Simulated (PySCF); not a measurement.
Species: C8H14.
Atom-mapped SMILES: `[CH3:1][CH2:2][C@@H:3]1[CH2:4][CH2:5][C@H:6]2[CH2:7][C@@H:8]12`

Structure used (GFN2-xTB), in Å, numbered top down from 1:
```
atom  x, y, z in Å
C1     2.695    0.634    0.146
C2     1.714   -0.291   -0.565
C3     0.364   -0.358    0.147
C4    -0.550   -1.458   -0.424
C5    -1.989   -0.979   -0.189
C6    -1.894    0.536   -0.217
C7    -1.470    1.208    1.054
C8    -0.456    0.916   -0.010
H9     2.295    1.643    0.212
H10    3.641    0.673   -0.390
H11    2.887    0.279    1.157
H12    2.141   -1.297   -0.611
H13    1.562    0.052   -1.591
H14    0.545   -0.553    1.210
H15   -0.356   -2.431    0.026
H16   -0.370   -1.539   -1.498
H17   -2.357   -1.326    0.780
H18   -2.665   -1.353   -0.957
H19   -2.532    1.071   -0.905
H20   -1.765    2.235    1.213
H21   -1.443    0.618    1.959
H22   -0.007    1.739   -0.548
```

NICS = −σ at a ghost point: NICS(0) at the centroid of the ring atoms, NICS(1) 1 Å to either side along the normal of their mean plane, zz for the tensor component along that normal. Level: GIAO PBE0/pcSseg-1 (PySCF, non-relativistic, gas phase) on the GFN2-xTB geometry, one conformer.

Ring bond lengths (Å), with Mayer bond orders in brackets: C3–C4 1.540 (1.00), C4–C5 1.535 (1.04), C5–C6 1.519 (1.01), C6–C8 1.501 (0.94), C8–C3 1.524 (0.96); C6–C7 1.499 (0.94), C7–C8 1.498 (0.95), C8–C6 1.501 (0.94).

Question: What do the NICS probes read (ppm)?

Answer: 
```csv
ring,type,NICS(0),"NICS(1), two faces","NICS(1)zz, two faces",rms pucker (Å),"centre to ring atoms, mean (Å)"
C3–C4–C5–C6–C8,5-membered carbocycle; formal bonds all single,-6.9,-2.7 / -5.5,-0.6 / -2.6,0.13,1.29
C6–C7–C8,3-membered carbocycle; formal bonds all single,-45.4,-9.2 / -8.9,-25.7 / -17.7,0.00,0.87
```

Question: What can be read from them?

Answer: 
- C3–C4–C5–C6–C8: mean NICS(1)zz -1.6 ppm, near zero. C3, C4, C5, C6, C8 have four or more neighbours; no verdict on aromaticity is drawn.
- C6–C7–C8: mean NICS(1)zz -21.7 ppm, shielded. C6, C7, C8 have four or more neighbours, and the NICS criterion for π rings isn't applied. The two faces differ by 8.0 ppm, so no symmetry operation interchanges them. NICS(0) lies 36 ppm below the mean NICS(1).
